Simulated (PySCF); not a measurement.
# A survey of ¹⁹F NMR shifts

All values are calculated (PySCF 2.14.0 with density-fitted response routines): GIAO PBE0/pcSseg-1 shieldings, GFN2-xTB structure. In vacuum, one computed conformer, rapidly exchanging positions averaged, non-relativistic Hamiltonian.

Shieldings were converted by a linear fit to measured shifts: ¹⁹F (scatter 6.0 ppm rms, 7.0 ppm with the 5 outliers that the fit left out vs CFCl3, solution or neat liquid, with a term for F on sp3 carbon). A few per cent of atoms miss by over 2 rms, more outside the fitted compound classes.

Q: Give the ¹⁹F shifts of `CC[C@@H]1O[SiH2]O[C@@H]1C(F)(F)F`, `C[Si](C)(C)n1ncc(F)n1`.

A: 
```json
{"compound": "CC[C@@H]1O[SiH2]O[C@@H]1C(F)(F)F", "environment": "fluorine of a CF3 group (×3)", "δ (ppm)": "-73.5"}
{"compound": "C[Si](C)(C)n1ncc(F)n1", "environment": "aryl fluorine", "δ (ppm)": "-148.6"}
```

Q: Order these by ¹⁹F shift, lowest first.
A. Fc1cn(C2CC2)nn1
B. CC[C@@H]1O[SiH2]O[C@@H]1C(F)(F)F
C. Fc1nncn1C1CC1

A: A (-147.3 ppm, aryl fluorine), C (-136.7 ppm, aryl fluorine), B (-73.5 ppm, fluorine of a CF3 group).
